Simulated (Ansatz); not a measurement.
Reaction (formal loss of a carbene): `C[SiH2]C(=N)Cl` → `[CH2]` (triplet) + `N=C([SiH3])Cl`

Isolated molecules relaxed with PBE0-D4/def2-TZVP in Ansatz; ΔE leaves out vibrations. CCSD(T)/CBS is the MP2 limit (def2-TZVPP, def2-QZVPP) plus CCSD(T) − MP2 in def2-TZVPP, frozen cores. This one scheme is used for every species. DFT in def2-TZVPP. Triplets are unrestricted, without spin–orbit coupling. Each species was taken in one conformer, which may not be the lowest.

```json
{"level": "r2SCAN0-D4", "ΔE (kJ/mol)": "461.1"}
{"level": "PBE", "ΔE (kJ/mol)": "484.1"}
{"level": "BLYP", "ΔE (kJ/mol)": "461.3"}
{"level": "r2SCAN", "ΔE (kJ/mol)": "463.1"}
{"level": "MP2/def2-TZVPP", "ΔE (kJ/mol)": "487.2"}
{"level": "HF/CBS(def2)", "ΔE (kJ/mol)": "333.1"}
{"level": "MP2/CBS(def2)", "ΔE (kJ/mol)": "499.9"}
{"level": "CCSD/CBS(def2)", "ΔE (kJ/mol)": "473.4"}
```

(1) What does CCSD(T)/CBS give? (Estimate.)

Largest T1 diagnostic among the species: 0.013.

Answers

(1) Ansatz gave: +484.8 kJ/mol. The listed levels differ from it by -23.7, -0.7, -23.5, -21.7, 2.4, -151.7, 15.1, -11.4 kJ/mol.

In def2-TZVPP, CCSD(T) changes the Hartree–Fock value by +139.1 kJ/mol (the triples alone add +11.4 kJ/mol) and MP2 by +154.3 kJ/mol. At CCSD(T), def2-SVP lies −29.2 kJ/mol from the extrapolated value and def2-TZVPP −12.7 kJ/mol.

CCSD(T)/CBS has its own doubt, a few kJ/mol and more with outer-core shells, so smaller differences from it don't rank the levels.
